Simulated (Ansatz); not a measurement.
A run for Ansatz (an electronic-structure program): R-CCSD(T)/cc-pV(T+d)Z on H4O3Si (SMILES O[SiH](O)O), a point of a torsion scan. Files ending in .json are basis or fitting sets from the Basis Set Exchange.

Ansatz 0.2 input:
```yaml
crystal:
  periodic: [false, false, false]
  atoms:
    - {symbol: O, position_ang: [1.38058512, 0.29184702, -0.61457252]}
    - {symbol: Si, position_ang: [0.02515553, -0.00563633, 0.22685385]}
    - {symbol: O, position_ang: [-1.14692879, 0.94074247, -0.37404594]}
    - {symbol: O, position_ang: [-0.39850844, -1.55816213, 0.02975242]}
    - {symbol: H, position_ang: [2.17878310, -0.17904969, -0.40006305]}
    - {symbol: H, position_ang: [0.22679088, 0.27596262, 1.64282089]}
    - {symbol: H, position_ang: [-0.92819943, 1.82372417, -0.65351125]}
    - {symbol: H, position_ang: [-1.31099165, -1.80818154, 0.13195797]}
basis:
  gaussian:
    orbitals: cc-pV_T+d_Z.json
magnetization: {spin_polarized: false}
correlation: {method: ccsd_t, electrons: outside_noble_gas}
scf: {lower_state_search: off}
```

The head of its log:

```
WARN ansatz: RAYON_NUM_THREADS=1 ignored (pool sized by the plan → 1); use --threads N
Functional definition: HF
these checks for a lower state are left out or cut short: stability, starts, cluster_reference, orbital_swaps, neighbouring_geometries, increment
integrals: 0.65 GiB planned
1096 factors; integrals over basis functions are off by at most 1.0e-3 eV
mean field: 0.51 GiB planned
mean field evaluation 1: about -14039.4719 eV, gradient 5.5e1 eV
mean field evaluation 2: about -14039.6344 eV, gradient 5.5e1 eV
mean field evaluation 4: about -14044.6087 eV, gradient 2.8e0 eV
mean field evaluation 8: about -14044.6452 eV, gradient 1.0e-1 eV
mean field -14044.64527430 eV, -516.1311940279 hartree, gradient 1.9e-6 eV, S^2 0.000000; 0 other end points of the search recorded, 0 dependent functions left out
8 core orbitals not correlated
reference -14044.64527430 eV, -516.1311940279 hartree; 13, 13 occupied and 164, 164 virtual orbitals, 1096 factors
```

Task: Give the final energy of this run.

Result: -517.0180 hartree (reference determinant -516.1312, T1 diagnostic 0.011).
